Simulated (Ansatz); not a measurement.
Consider the ligand exchange at a B–F bond: `COBF` + HCl → `COBCl` + H–F.

Isolated molecules relaxed with PBE0-D4/def2-TZVP in Ansatz; ΔE leaves out vibrations. CCSD(T)/CBS is the MP2 limit (def2-TZVPP, def2-QZVPP) plus CCSD(T) − MP2 in def2-TZVPP, frozen cores. This one scheme is used for every species. DFT in def2-TZVPP. HSE06 is defined as in plane-wave codes. Each species was taken in one conformer, which may not be the lowest.

`COBF`:

Cartesian coordinates in Å:
```
C -1.058 -0.211 0.074
O 0.025 0.363 -0.628
B 1.280 0.298 -0.165
F 2.233 0.864 -0.891
H -0.729 -0.692 0.999
H -1.540 -0.952 -0.565
H -1.780 0.572 0.312
H 1.569 -0.243 0.865
```

HCl:

Z-matrix (Å, degrees):
```
Cl
H 1 1.279
```

`COBCl`:

```xyz
8

C     0.929   -0.144   -0.622
O     0.170    0.583    0.326
B    -1.042    0.183    0.713
Cl   -1.902    1.155    1.894
H     1.871   -0.443   -0.161
H     0.393   -1.032   -0.966
H     1.141    0.506   -1.472
H    -1.561   -0.807    0.288
```

H–F:

```xyz
2

F     0.440   -0.094    0.095
H    -0.440    0.094   -0.095
```

| level | ΔE (kcal/mol) | difference from CCSD(T)/CBS |
| --- | --- | --- |
| PBE-D4 | 12.1 | -0.4 |
| B97M-V | 14.7 | 2.2 |
| HSE06-D4 | 12.4 | -0.1 |
| BHLYP-D4 | 15.0 | 2.5 |
| ωB97X-V | 13.9 | 1.4 |
| PBE-QIDH | 12.7 | 0.2 |
| PBE | 12.7 | 0.2 |
| revPBE | 12.5 | 0.0 |
| BLYP | 15.1 | 2.6 |
| r2SCAN | 13.9 | 1.4 |
| PBE0 | 12.9 | 0.4 |
| r2SCAN0 | 13.9 | 1.4 |
| BHLYP | 15.9 | 3.4 |
| CCSD(T)/def2-SVP | 15.9 | 3.4 |
| HF/def2-TZVPP | 17.2 | 4.7 |
| SCS-MP2/def2-QZVPP | 12.8 | 0.3 |
| CCSD(T)/CBS | 12.5 | 0 |

(1) What do rigid-rotor, harmonic-oscillator terms from PBE0-D4/def2-TZVP frequencies (298.15 K, 1 bar) make of the CCSD(T)/CBS value? (Estimate.)

Largest T1 diagnostic among the species: 0.013.

Results:

(1) The calculation gave: ΔZPE = +0.7 kcal/mol, ΔH = +13.3 kcal/mol, ΔS = -1 J/(mol·K), ΔG = +13.4 kcal/mol.

At CCSD(T), def2-SVP lies +3.4 kcal/mol from the extrapolated value and def2-TZVPP +1.0 kcal/mol. The D4 term adds −0.9 kcal/mol with B3LYP and −0.5 kcal/mol with PBE0; it sums over pairs of atoms, weighted by their polarisabilities, and B3LYP, whose exchange is more repulsive, gets the larger term.

B3LYP here is the variant with VWN-RPA as its local correlation; programs differ in this.
